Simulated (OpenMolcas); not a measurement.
**Co⁶⁺: effect of the IPEA shift**

```
Program             : OpenMolcas 26.06
Basis               : ANO-RCC-VTZP [6s5p3d2f1g]
Scalar Hamiltonian  : DKH2, point nucleus
Active space        : 9 electrons in 8 orbitals (RAS1 3p, at most 2 holes; RAS2 3d)
State averaging     : 2S+1 = 4 even, 10 roots; 2S+1 = 2 even, 40 roots
Spin-orbit coupling : state interaction with AMFI integrals over the reference wave functions, term energies averaged over their components
```

Methods on the same reference wave functions:
A. RASSCF
B. MS-RASPT2, IPEA 0 Eh, imaginary shift 0.1 Eh (closed shells correlated: 3s)
C. MS-RASPT2, IPEA 0.25 Eh, imaginary shift 0.1 Eh (closed shells correlated: 3s)

Energies in cm⁻¹ above 3d³ ⁴F_3/2, the measured ground level; measured values from Sugar and Corliss, J. Phys. Chem. Ref. Data 10, 1097 (1981).

```
               Level      A      B      C  Measured
          3d³ ⁴F_3/2    0.0    0.0    0.0       0.0
          3d³ ⁴F_5/2    750    752    751       698
          3d³ ⁴F_7/2   1752   1752   1752      1610
          3d³ ⁴F_9/2   2966   2960   2960      2723
          3d³ ⁴P_1/2  24193  22020  22170     21096
          3d³ ⁴P_3/2  24384  22240  22390     21304
          3d³ ⁴P_5/2  25409  23220  23360     22187
          3d³ ²G_7/2  26539  24110  24460          
          3d³ ²G_9/2  27537  25090  25440          
   3d³ ²P_3/2 [59 %]  31746  30670  30990          
          3d³ ²P_1/2  31818  30960  31260          
3d³ ²D_3/2(1) [62 %]  35239  34060  34400          
       3d³ ²D_5/2(1)  35482  33980  34360          
          3d³ ²H_9/2  36816  33390  33670          
         3d³ ²H_11/2  37531  34080  34350          
          3d³ ²F_7/2  58598  53940  54240          
          3d³ ²F_5/2  59019  54360  54660          
       3d³ ²D_5/2(2)  87093  84070  84270          
       3d³ ²D_3/2(2)  87687  84530  84760
```

Deviations, from unrounded energies. A percentage is the sum of absolute deviations over the sum of measured energies, with the sign that they share, or ± where signs differ.

| Against measurement | Levels | A | B | C |
| --- | --- | --- | --- | --- |
| mean absolute deviation (cm-1) | 6 | 1600 | 550 | 630 |
| fine structure of the ground term (%) | 3 | +8.7 | +8.6 | +8.6 |
| other terms of the ground configuration (%) | 3 | +14.6 | +4.5 | +5.2 |

B lies closest to measurement on these levels and A furthest from it. The largest miss of B in the table is 3d³ ⁴P_5/2, by +1000 cm-1. The ranking rests on the paired levels alone, and a cruder setting can come out closer through cancelling errors.

Between B and C the level of the table that moves most is 3d³ ²D_5/2(1), by 380 cm-1 (lowest in B, highest in C). Moves below CASPT2's spread within the term are not significant.

The mean deviations of B to C differ by less than CASPT2's widest spread within a term (950 cm-1), so their order carries little weight.

From A to B the spin-free energies of the other terms of 3d³ shown, above ⁴F, scale by factors of 0.90 to 0.97.

The lowest spin-free term lies below A's lowest term by 0.207 hartree in B, 0.204 hartree in C.

CASPT2 breaks the degeneracy within a term, and the mean is taken; among the terms shown or strongly mixed into the levels shown the widest spread is 950 cm-1 (3d³ ⁴F, C). Active for correlation alone: 3p; no level in the range computed is led by a configuration that opens it, so any true level of that kind is missing. Without dynamic correlation excited terms often stand tens of per cent too high (terms of higher spin than the ground term too low), and those without a measured partner can miss by more than the paired ones (holds for A). The CASPT2 spread within a term exceeds the gap to the next term for 3d³ ²D(1) and 3d³ ²H, so the order of their levels is uncertain (holds for B; C). Computed and measured levels are paired by configuration, term and J; levels that our copy of the source lacks, or whose pairing is in doubt (as where it misses far off the trend of its configuration), stay unpaired and out of the deviations. Levels of configurations outside the active space are missing.

A share in square brackets marks a mixed level and gives the weight of the term that names it, the lowest over the columns. A number in round brackets counts repeated terms of one configuration in the order of the reference energies.
